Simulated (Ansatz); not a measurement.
One change: `BC[SiH2]Cl` becomes `CNC[SiH2]Cl`.

Ansatz, PBE0-D4/def2-TZVP geometries, multiplicity 1. Each molecule was computed in one conformer, which needn't be the lowest.

```
                             property  `BC[SiH2]Cl`
  HOMO energy (B3LYP/def2-TZVPP) / eV         -8.58
  LUMO energy (B3LYP/def2-TZVPP) / eV         -1.99
 HOMO–LUMO gap (PBE0/def2-TZVPP) / eV          7.05
    LUMO energy (PBE/def2-TZVPP) / eV         -2.75
HOMO–LUMO gap (B3LYP/def2-TZVPP) / eV          6.59
HOMO energy (ωB97M-V/def2-TZVPP) / eV        -11.05
```

Task: What does the change do to each property? (Estimate.)

Result: The calculation gave: 
| property | `CNC[SiH2]Cl` | shift |
| --- | --- | --- |
| HOMO energy (B3LYP/def2-TZVPP) / eV | -6.40 | 2.18 |
| LUMO energy (B3LYP/def2-TZVPP) / eV | 0.28 | 2.27 |
| HOMO–LUMO gap (PBE0/def2-TZVPP) / eV | 7.11 | 0.06 |
| LUMO energy (PBE/def2-TZVPP) / eV | -0.42 | 2.33 |
| HOMO–LUMO gap (B3LYP/def2-TZVPP) / eV | 6.68 | 0.09 |
| HOMO energy (ωB97M-V/def2-TZVPP) / eV | -8.97 | 2.08 |

B3LYP here is the variant with VWN-RPA as its local correlation; programs differ in this.
